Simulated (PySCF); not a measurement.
## Ne⁺: excitation energy

Ne⁺ [He] 2s2 2p5 (2P) → Ne⁺ [He] 2s1 2p5 3s1 (4P), as a difference of total energies. Computed with PySCF 2.14 in dyall-acv3z, with the spin-free X2C one-electron Hamiltonian (Gaussian nucleus). Correlated levels: valence: 1s2 frozen; valence and next inner shell: nothing frozen; virtual orbitals above 40 to 60 times the deepest correlated orbital energy dropped. The calculations carry no spin-orbit coupling.

```
                                method  excitation energy (cm⁻¹)
                                   UHF                    423510
                                   LDA                    404570
                                   PBE                    404890
                                  PBE0                    412030
                                r2SCAN                    415330
                                 TPSSh                    413190
                                revPBE                    405140
                                  PW91                    405460
                             BHandHLYP                    418590
                         MP2 (valence)                    422410
                     SCS-MP2 (valence)                    421480
    MP2 (valence and next inner shell)                    422140
SCS-MP2 (valence and next inner shell)                    421360
```

The upper state lies above the first ionisation limit, where it may autoionise and the basis confines it. A Rydberg-like electron needs more diffuse functions than a valence basis has.

The promoted electron is Rydberg-like, and one or two diffuse shells describe it only roughly, which tends to raise the upper state.
